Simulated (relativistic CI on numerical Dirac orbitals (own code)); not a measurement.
# Pd²⁰⁺: computed level list

Method of calculation: Dirac-Coulomb-Breit CI, KLI orbitals optimised for each configuration, QED by a radiative potential, unscaled Slater integrals (own radial code, finite nucleus).

Configuration list (outside the closed core [Ne]): 3s2 3p6 3d8, 3s2 3p5 3d9, 3s2 3p4 3d10, 3s 3p6 3d9, 3p6 3d10, 3s 3p5 3d10, 3s2 3p6 3d7 4s, 3s2 3p6 3d7 4p, 3s2 3p6 3d7 4d, 3s2 3p6 3d7 4f, 3s2 3p6 3d6 4s2, 3s2 3p5 3d8 4s, 3s2 3p4 3d9 4s, 3s2 3p6 3d6 4s 4p, 3s2 3p4 3d9 4p, 3s2 3p5 3d8 4p, 3s2 3p6 3d7 5s, 3s2 3p6 3d6 4p2, 3s2 3p6 3d7 5p, 3s2 3p6 3d6 4s 4d, 3s2 3p4 3d9 4d, 3s 3p5 3d9 4s, 3s2 3p6 3d7 5d, 3s2 3p5 3d8 4d, 3s2 3p6 3d6 4p 4d, 3s 3p6 3d8 4s, 3s 3p5 3d9 4p, 3s2 3p6 3d7 5f, 3s2 3p5 3d7 4s2, 3s2 3p6 3d7 5g, 3s 3p6 3d8 4p, 3s2 3p6 3d6 4d2, 3s2 3p5 3d7 4s 4p, 3s2 3p6 3d7 6s, 3s 3p5 3d9 4d, 3p6 3d9 4s. Levels of other configurations are missing.

```tsv
No.	Configuration	Term	J	E (10³ cm⁻¹)	%	Next component (%)	jj configuration (%)
41	3d7(2P) 4s	3P	0	3053.7	99		3d3/2^3 3d5/2^4 4s (99)
42	3d7(2H) 4s	3H	6	3062.7	100		3d3/2^3 3d5/2^4 4s (100)
43	3d7(2G) 4s	3G	3	3063.1	89	6 3F	3d3/2^3 3d5/2^4 4s (63)
44	3d7(2G) 4s	1G	4	3067.5	46	40 3G	3d3/2^3 3d5/2^4 4s (69)
45	3d7(2H) 4s	3H	5	3068.9	54	44 1H	3d3/2^3 3d5/2^4 4s (97)
46	3d7(2P) 4s	3P	2	3076.2	40	27 5P	3d3/2^2 3d5/2^5 4s (75)
47	3d7(2D) 4s	3D	3	3076.6	74	9 3F	3d3/2^2 3d5/2^5 4s (66)
48	3d7(4P) 4s	3P	1	3081.0	54	22 3D	3d3/2^2 3d5/2^5 4s (67)
49	3d7(2D) 4s	1D	2	3084.4	39	28 3D	3d3/2^2 3d5/2^5 4s (64)
50	3d7(2P) 4s	3P	1	3097.1	51	23 1P	3d3/2^2 3d5/2^5 4s (88)
51	3d7(4P) 4s	3P	0	3102.7	100		3d3/2^2 3d5/2^5 4s (99)
52	3d7(2H) 4s	3H	4	3104.2	71	19 1G	3d3/2^2 3d5/2^5 4s (94)
53	3d7(2H) 4s	1H	5	3107.0	49	31 3H	3d3/2^2 3d5/2^5 4s (89)
54	3d7(2F) 4s	3F	2	3115.3	90	4 3D	3d3/2^3 3d5/2^4 4s (76)
55	3d7(2F) 4s	3F	3	3118.2	69	20 1F	3d3/2^3 3d5/2^4 4s (73)
56	3d7(2D) 4s	1D	2	3133.5	31	30 3D	3d3/2 3d5/2^6 4s (64)
57	3d7(2D) 4s	3D	1	3133.7	49	27 1P	3d3/2 3d5/2^6 4s (58)
58	3d7(2F) 4s	3F	4	3137.4	90	5 1G	3d3/2^2 3d5/2^5 4s (60)
59	3d7(2F) 4s	1F	3	3145.2	71	22 3F	3d3/2^2 3d5/2^5 4s (53)
60	3s2 3p4 3d10	3P	2	3158.3	82	14 1D	3p3/2^2 (92)
61	3d7(2D) 4s	3D	1	3200.7	95	2 3P	3d3/2^3 3d5/2^4 4s (71)
62	3d7(2D) 4s	3D	2	3204.1	75	20 1D	3d3/2^3 3d5/2^4 4s (67)
63	3s2 3p4 3d10	1S	0	3218.1	50	49 3P	3p3/2^2 (96)
64	3d7(2D) 4s	3D	3	3220.4	89	4 1F	3d3/2^2 3d5/2^5 4s (84)
65	3d7(2D) 4s	1D	2	3228.8	74	17 3D	3d3/2^2 3d5/2^5 4s (78)
66	3d7(4F) 4p	5D°	4	3253.2	47	24 5F°	3d5/2^3 4p1/2 (80)
67	3d7(4F) 4p	5F°	5	3260.3	35	34 3G°	3d5/2^3 4p1/2 (77)
68	3d7(4F) 4p	5F°	3	3291.2	43	37 5D°	3d3/2^3 3d5/2^4 4p1/2 (84)
69	3d7(4F) 4p	5G°	4	3298.6	45	20 3G°	3d3/2^3 3d5/2^4 4p1/2 (87)
70	3d7(4F) 4p	5F°	2	3300.9	33	23 3D°	3d5/2^3 4p1/2 (49)
```

Energies count from the lowest computed level; ° marks odd parity. Percentages are summed over parent terms; the parents shown are those of the largest component, closed shells are left out there. Filled j subshells are mostly left out of the jj labels.

The mean weight of the leading LS term, summed over parents, in these 30 levels is 64 %, and that of the leading jj configuration (from the same eigenvectors) 77 %, so jj coupling describes them better and the LS labels are nominal.

At this charge energies of transitions that change n are usually good to better than 1 %, and those within a shell (Δn = 0) to a few per cent. Terms inside the open d or f shell come out 10 to 20 % too wide with unscaled integrals.

LS names give the leading component of a level, which can be under half, so a name can repeat, a term be missing and a line seem to break the LS rules.
